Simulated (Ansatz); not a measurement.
Relaxation of FH$_{4}$O$_{2}$SiY (9 atoms, charge 0, multiplicity 1), to a largest force component of 0.02 eV/Å in at most 50 steps.

Method: RKS CAM-B3LYP-D4/def2-SVP in Ansatz.

```xyz
9
Properties=species:S:1:pos:R:3:forces:R:3
O -1.715 1.917 1.283 -1.22 0.62 0.56
Y 0.099 1.306 0.884 1.18 3.40 1.03
F 0.612 0.931 2.717 0.53 -0.24 0.94
O 0.227 -0.297 -0.237 -1.11 1.69 2.11
Si 0.562 -1.299 -1.462 1.43 -6.28 -4.65
H -1.784 2.144 2.225 -0.55 -0.01 -0.21
H 1.956 -1.034 -1.876 0.36 0.81 -0.34
H -0.358 -1.003 -2.571 -0.10 0.95 -0.60
H -0.100 -1.162 0.117 -0.53 -0.95 1.16
```

Problem. Where does it end, and by what steps?

Solution. The forces met the threshold. After 19 steps the energy has fallen by 3.824 eV; H8 moved furthest, 1.53 Å. Parted: Y2–H6, Y2–H9, Si5–H9. Joined: Y2–H7, Y2–H8.

| step | energy less start (eV) | largest force component (eV/Å) | accepted |
| --- | --- | --- | --- |
| 0 | 0.0000 | 6.280 | yes |
| 1 | -1.3732 | 3.907 | yes |
| 2 | -2.0078 | 2.138 | yes |
| 3 | -2.2964 | 2.765 | yes |
| 4 | -2.6237 | 1.725 | yes |
| 5 | -2.8833 | 0.658 | yes |
| 6 | -3.0932 | 0.642 | yes |
| 7 | -3.3095 | 0.374 | yes |
| 8 | -3.4914 | 0.219 | yes |
| 9 | -3.6245 | 0.384 | yes |
| 10 | -3.7114 | 0.448 | yes |
| 11 | -3.7634 | 0.343 | yes |
| 12 | -3.7973 | 0.435 | yes |
| 13 | -3.6533 | 2.227 | no |
| 14 | -3.8169 | 0.244 | yes |
| 15 | -3.8196 | 0.145 | yes |
| 16 | -3.8215 | 0.124 | yes |
| 17 | -3.8228 | 0.039 | yes |
| 18 | -3.8233 | 0.027 | yes |
| 19 | -3.8239 | 0.018 | yes |

```xyz
9
Properties=species:S:1:pos:R:3
O -1.460 1.918 0.981
Y 0.139 0.740 0.680
F 1.620 1.006 1.992
O -0.129 -1.390 0.122
Si 0.479 -1.060 -1.612
H -2.190 2.510 1.164
H 1.592 -0.107 -1.016
H -0.452 0.198 -1.630
H -0.100 -2.312 0.396
```

Whether the end is a true minimum wasn't checked by a vibrational analysis.

Time of the run: 87 s on 2 threads of Arm Neoverse V1 (shared host), peak memory 0.3 GiB.
